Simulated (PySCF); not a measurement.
SMILES O[Si](O)(O)[CH2][GeH3] (CH8GeO3Si) at its CAM-B3LYP/def2-SVP optimised geometry (Å):

```
14

Si    -0.2233     0.5992     0.0000
O     -0.8571    -0.1265    -1.3428
O     -0.6203     2.2023     0.0000
O      1.4364     0.5992     0.0000
C     -0.9201    -0.3477     1.4276
Ge    -0.8120    -2.2946     1.2305
H     -0.7676     0.3375    -2.1819
H      0.1071     2.8157     0.1478
H      1.8914    -0.2490     0.0050
H     -0.3941    -0.0579     2.3504
H     -1.9798    -0.0795     1.5613
H      0.5733    -2.6826     0.6741
H     -1.8914    -2.8157     0.2757
H     -0.9768    -2.9764     2.6001
```

Method: CAM-B3LYP/def2-TZVP in PySCF 2.14.0. Cells within 0.4 Å of a nucleus heavier than hydrogen are left out (blank, or x).

Map of the deformation density (molecule minus spherical neutral atoms) (e/bohr³) on the plane z = 0.0 Å:

```
|222222222222222222222222222|
|222222222222222222222222222|
|222222222222222222222222222|
|222222222222222222222222222|
|222222222222111122222222222|
|222222222222220122222222222|
|222222222233691122222222222|
|22222222226xx52122222222222|
|22222222223xx32122222222222|
|222222222225841122222222222|
|222222222112321225322222222|
|222222221100xx37xx522222222|
|222222221101xx37xx422222222|
|222222222111101338911222222|
|222222222111101123201222222|
|222222222111111111001222222|
|222222222111111221112222222|
|222222222211112222222222222|
|222222222221122222222222222|
|222222223322222222222222222|
|222222223432222222222222222|
|222222222322222222222222222|
|222222222222222222222222222|
|222222222222222222222222222|
|222222222222222222222222222|
|222222222222222222222222222|
|222222222222222222222222222|
```
Scale: ten equal steps from -0.025 (start of '0') to 0.074 (end of '9'), in the order '0123456789'; x runs from -5.00 to 5.00, y from -5.00 (bottom) to 5.00 (top).
